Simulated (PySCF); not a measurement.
C₃H₁₀Si₂, SMILES [SiH3][C@H]1C[C@@H]1[SiH3].

The structure is a stationary point at ωB97X-D3(BJ)/def2-SVP. The structure was generated by enumeration; whether it is a known compound was not checked.

Method: PySCF with r2SCAN/def2-TZVP.

Symmetry labels are those of the subgroup C2 that the program uses (full group C2).

Computed valence orbital energies around the gap with their symmetry:
| orbital | symmetry | energy (eV) |
|---|---|---|
| HOMO−7 | A | -9.08 |
| HOMO−6 | B | -9.04 |
| HOMO−5 | B | -8.78 |
| HOMO−4 | A | -8.71 |
| HOMO−3 | B | -8.46 |
| HOMO−2 | A | -7.99 |
| HOMO−1 | B | -7.39 |
| HOMO | A | -7.27 |
| LUMO | A | 0.21 |
| LUMO+1 | B | 0.34 |
| LUMO+2 | A | 0.79 |
| LUMO+3 | B | 0.93 |
